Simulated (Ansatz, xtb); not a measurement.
AlH4NSn: which of two structures lies lower

Structure I is a singlet given by its coordinates and structure II is `[AlH2][NH][SnH]`, a singlet. Both are isolated molecules in the gas phase, relaxed with BLYP-D3(BJ)/def2-SVP; the shapes shown needn't be the lowest conformers.

I (Å):

```xyz
7

Al    0.0762   -0.5646    0.7307
N     0.1963    1.3756    0.6982
Sn   -0.1980    0.5550   -1.5873
H     1.1190    1.8207    0.7794
H    -0.1573   -1.3361    2.1103
H    -1.4360   -0.3595   -0.2948
H    -0.4980    2.0269    1.0878
```

Close contacts (Å): Al1–N2 1.94, Al1–Sn3 2.59, N2–Sn3 2.46, Al1–H5 1.60, Al1–H6 1.84, N2–H4 1.03, N2–H7 1.03, Sn3–H6 2.01.

II (Å):

```
atom    x (Å)    y (Å)    z (Å)
  Al  -1.2168  -0.5601  -0.6797
   N   0.2425  -0.3176   0.3633
  Sn   2.1935   0.1931  -0.2542
   H  -1.0045  -0.3650  -2.2447
   H   0.1571  -0.4322   1.3827
   H  -2.6135  -0.9467  -0.0171
   H   2.8023   0.1743   1.4659
```

Q: Estimate which is lower in electronic energy at CCSD(T)/def2-TZVP, and by roughly how much.

A: The CCSD(T)/def2-TZVP calculation puts structure II lower, by 14.5 kJ/mol.

How the difference moves with the method:

```tsv
level	geometry	E(II) − E(I) (kJ/mol)	departure from the last row (kJ/mol)	job, with rough time for the two
BLYP-D3(BJ)/def2-SVP	BLYP-D3(BJ)/def2-SVP	−6.7	+7.8	optimisation, 2 min
HF/def2-TZVP	BLYP-D3(BJ)/def2-SVP	−51.6	−37.2	part of the CCSD(T) run
MP2/def2-TZVP	BLYP-D3(BJ)/def2-SVP	−17.8	−3.3	part of the CCSD(T) run
CCSD(T)/def2-TZVP	BLYP-D3(BJ)/def2-SVP	−14.5		single point, 2.8 min
```

None of the levels shown reverses the order. The largest departure from CCSD(T)/def2-TZVP is that of HF/def2-TZVP, 37.2 kJ/mol. Levels run at GFN2-xTB geometries aren't shown.

With harmonic frequencies from BLYP-D3(BJ)/def2-SVP (ideal gas, rigid rotor, one conformer each, 298.15 K, 1 atm): the zero-point term adds −13.6 kJ/mol; ΔH is −26.3 and ΔG −30.7 kJ/mol.

The correlated steps freeze 10 core orbitals; the filled d shell of Sn is correlated, in a basis made for valence electrons. Atoms past krypton carry core potentials in the def2 sets and no spin–orbit term is included. Mirror images aren't counted in ΔG. Run with Ansatz 0.2.0; the last row on 1 thread of Intel(R) Xeon(R) Processor @ 2.50GHz (Skylake/Cascade Lake) on a shared host.
